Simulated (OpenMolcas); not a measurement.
**Co7+: terms and fine structure**

```json
{"Program": "OpenMolcas", "Method": "SS-RASPT2, IPEA 0.25 Eh, imaginary shift 0.1 Eh (closed shells correlated: 3s)", "Basis": "ANO-RCC-VTZP [6s5p3d2f1g]", "Scalar Hamiltonian": "DKH2, point nucleus", "Active space": "8 electrons in 8 orbitals (RAS1 3p, at most 2 holes; RAS2 3d)", "State averaging": "2S+1 = 3 even, 10 roots; 2S+1 = 1 even, 15 roots", "Spin-orbit coupling": "RASSI with atomic mean-field integrals over the reference wave functions, term energies averaged over their components"}
```

With spin-orbit coupling, above the lowest level:

```tsv
Configuration	Term	J	E (cm-1)	Measured (cm-1)	Term weight %	Second
3d2	3F	2	0.0	0.0	100	
3d2	3F	3	1415	1430	100	
3d2	3F	4	3150	3144	100	
3d2	1D	2	20080	19624	92	8 3P
3d2	3P	0	23020	22304	100	
3d2	3P	1	23550	22839	100	
3d2	3P	2	24790	24055	92	8 1D
3d2	1G	4	32910	32360	100	
3d2	1S	0	76070	74247	100
```

Against the 8 measured excited levels shown (Sugar and Corliss, J. Phys. Chem. Ref. Data 10, 1097 (1981)) the mean absolute deviation is 630 cm-1; the largest miss in energy is 3d2 1S0: computed 76070, measured 74247 cm-1 (+2.5 %), and the largest in proportion 3d2 3P0 (+3.2 %).

Spin-orbit coupling puts the lowest level 1856 cm-1 below the lowest spin-free term.

For 3F the intervals divided by the larger J are 471.7, 434.6 cm-1. Landé's interval rule makes them equal in pure LS coupling; they differ by 8 % of their mean. The multiplet is regular.

CASPT2 breaks the degeneracy within a term, and the mean is taken; among the terms shown or strongly mixed into the levels shown the widest spread is 260 cm-1 (3d2 3F). Active for correlation alone: 3p; no level in the range computed is led by a configuration that opens it, so any true level of that kind is missing. Measured partners are found by configuration, term and J. A level has none where our copy of the source lacks it or the pairing is in doubt (some pairs that miss far off the trend of their configuration count as doubtful), and it then counts in no deviation. Levels of configurations outside the active space are missing. The first state left out of the spin-orbit step lies near 960000 cm-1 above the lowest spin-free state of the reference (among the parities and spins computed), and the list stops at four fifths of that energy or lower.

The CASPT2 steps took 10 s on 1 thread of Arm Neoverse V2, on a shared host; the integral step is not counted.

The term weight is that of the spin-free term in the level, not the purity of its configuration.
